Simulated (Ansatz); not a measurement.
One geometry of C3H5NZn, several functionals.

```yaml
crystal:
  periodic: [false, false, false]
  atoms:
    - {symbol: C, position_ang: [-1.563685, 0.023194, 0.184841]}
    - {symbol: C, position_ang: [-0.693855, -0.547686, -0.642222]}
    - {symbol: C, position_ang: [0.762081, -0.387035, -0.536448]}
    - {symbol: N, position_ang: [1.443080, -0.197736, 0.518133]}
    - {symbol: Zn, position_ang: [2.901932, 2.281427, 1.032214]}
    - {symbol: H, position_ang: [-1.238006, 0.668397, 0.995077]}
    - {symbol: H, position_ang: [-2.631275, -0.114908, 0.067003]}
    - {symbol: H, position_ang: [-1.052449, -1.138147, -1.481258]}
    - {symbol: H, position_ang: [1.314983, -0.432653, -1.478808]}
    - {symbol: H, position_ang: [0.840395, -0.205953, 1.344367]}
basis:
  gaussian: {orbitals: def2-TZVPP}
hamiltonian: {xc: r2scan, dispersion: d4}
output: {forces: true, orbitals: {seedname: orbitals}}
```

```sh
$ ansatz run in.yaml --threads 4 --pin off --events-out ev --progress --plain
```

Shortened log:

```
Functional definition: r2SCAN
1489 factors; their error is unknown
mean field evaluation 1: about -53054.1404 eV, gradient 1.1e2 eV
mean field evaluation 2: about -52089.6209 eV, gradient 4.1e2 eV
mean field evaluation 4: about -53094.8810 eV, gradient 3.8e1 eV
mean field evaluation 8: about -53099.4612 eV, gradient 1.3e0 eV
mean field evaluation 16: about -53099.4336 eV, gradient 1.1e-2 eV
mean field -53099.43361137 eV, -1951.3681931289 hartree, gradient 6.3e-5 eV, S^2 0.000000; 0 other end points of the search recorded, 0 dependent functions left out
reference -53099.43362491 eV, -1951.3681936266 hartree; 30, 30 occupied and 228, 228 virtual orbitals, 1489 factors
Total energy: -53099.49072610 eV, -1951.3702920565 hartree
Atom 0 at    -1.563685     0.023194     0.184841 Å, force    -0.186988     0.092803     0.150859 eV/Å
Atom 1 at    -0.693855    -0.547686    -0.642222 Å, force     0.133902    -0.104089    -0.146962 eV/Å
Atom 2 at     0.762081    -0.387035    -0.536448 Å, force    -0.210807    -0.047320    -0.299155 eV/Å
Atom 3 at     1.443080    -0.197736     0.518133 Å, force     0.302715     0.102726     0.291391 eV/Å
Atom 4 at     2.901932     2.281427     1.032214 Å, force    -0.024698    -0.040793    -0.006098 eV/Å
Atom 5 at    -1.238006     0.668397     0.995077 Å, force     0.005854    -0.007165    -0.009587 eV/Å
Atom 6 at    -2.631275    -0.114908     0.067003 Å, force     0.016394     0.004100     0.004676 eV/Å
Atom 7 at    -1.052449    -1.138147    -1.481258 Å, force    -0.002042     0.007203    -0.014716 eV/Å
Atom 8 at     1.314983    -0.432653    -1.478808 Å, force     0.004942    -0.015015    -0.014937 eV/Å
Atom 9 at     0.840395    -0.205953     1.344367 Å, force    -0.039271     0.007551     0.044529 eV/Å
Dipole moment:    -0.590502    -0.281225    -0.184783 e Å
```

It took 7 s on 4 threads of a server CPU on a shared host, with 0.37 GiB of host memory at the peak.

With the line `hamiltonian: {xc: pbe, dispersion: d4}` (abridged; 3.4 s):

```
Functional definition: PBE
mean field evaluation 16: about -53089.5654 eV, gradient 1.6e-2 eV
mean field -53089.56541186 eV, -1951.0055434860 hartree, gradient 1.6e-5 eV, S^2 0.000000
Total energy: -53089.78050259 eV, -1951.0134479246 hartree
Atom 0 force    -0.309554     0.155423     0.240168 eV/Å
Atom 1 force     0.338983    -0.154870    -0.243431 eV/Å
Atom 2 force    -0.434134    -0.119968    -0.533927 eV/Å
Atom 3 force     0.747863     0.178105     0.475057 eV/Å
Atom 4 force    -0.024642    -0.037986    -0.006275 eV/Å
Atom 5 force     0.065408     0.140035     0.177232 eV/Å
Atom 6 force    -0.228555    -0.023083    -0.007071 eV/Å
Atom 7 force    -0.078671    -0.125452    -0.199044 eV/Å
Atom 8 force     0.122501    -0.021705    -0.225154 eV/Å
Atom 9 force    -0.199199     0.009500     0.322444 eV/Å
Dipole moment:    -0.555612    -0.250213    -0.171086 e Å
```

The same input with `hamiltonian: {xc: hse06, dispersion: d4}` and no forces (abridged; 5 s):

```
Functional definition: HSE06
mean field evaluation 16: about -53089.9646 eV, gradient 3.8e-3 eV
mean field -53089.96462424 eV, -1951.0202142702 hartree, gradient 6.7e-5 eV, S^2 0.000000
Total energy: -53090.13536395 eV, -1951.0264888390 hartree
```

The same input with `hamiltonian: {xc: {name: PBE-QIDH}}` and no forces (abridged; 9.5 s):

```
Functional definition: PBE-QIDH
mean field evaluation 16: about -53070.6246 eV, gradient 1.4e-3 eV
mean field -53070.62457191 eV, -1950.3094804562 hartree, gradient 8.6e-6 eV, S^2 0.000000
9 core orbitals not correlated: weight in the atoms' cores, before any rotation towards them, 1.000 or more for the frozen orbitals, at most 0.000 for the correlated occupied ones
second order -45.45465264 eV of doubles, -0.00000000 eV of singles
Total energy: -53085.77613583 eV, -1950.8662901604 hartree
```

The same input with `hamiltonian: {xc: {name: B2PLYP}}` and no forces (abridged; 9 s):

```
Functional definition: B2PLYP
mean field evaluation 16: about -53080.7976 eV, gradient 3.0e-3 eV
mean field -53080.79764242 eV, -1950.6833339020 hartree, gradient 1.7e-6 eV, S^2 0.000000
9 core orbitals not correlated: weight in the atoms' cores, before any rotation towards them, 1.000 or more for the frozen orbitals, at most 0.000 for the correlated occupied ones
second order -48.49799074 eV of doubles, -0.00000000 eV of singles
Total energy: -53093.89227279 eV, -1951.1645526924 hartree
```

The same input with `hamiltonian: {xc: {name: B3LYP}, dispersion: d4}` (abridged; 7 s):

```
Functional definition: B3LYP
mean field evaluation 16: about -53104.5953 eV, gradient 4.5e-3 eV
mean field -53104.59530698 eV, -1951.5578819441 hartree, gradient 1.4e-5 eV, S^2 0.000000
Total energy: -53104.93906267 eV, -1951.5705147326 hartree
Atom 0 force    -0.135684     0.074030     0.091285 eV/Å
Atom 1 force    -0.059999    -0.068537    -0.118016 eV/Å
Atom 2 force     0.074140    -0.034691    -0.224562 eV/Å
Atom 3 force     0.040372     0.003174     0.160875 eV/Å
Atom 4 force     0.007844     0.017401     0.002576 eV/Å
Atom 5 force    -0.039689    -0.050804    -0.056990 eV/Å
Atom 6 force     0.070606     0.013823     0.020418 eV/Å
Atom 7 force     0.027234     0.038771     0.050208 eV/Å
Atom 8 force    -0.039424    -0.001677     0.053318 eV/Å
Atom 9 force     0.054601     0.008510     0.020889 eV/Å
Dipole moment:    -0.590392    -0.272778    -0.186706 e Å
```

HSE06 is the plane-wave form, built on full-range PBE exchange.

B3LYP takes the VWN-RPA correlation (the form of Gaussian; ORCA's B3LYP/G).
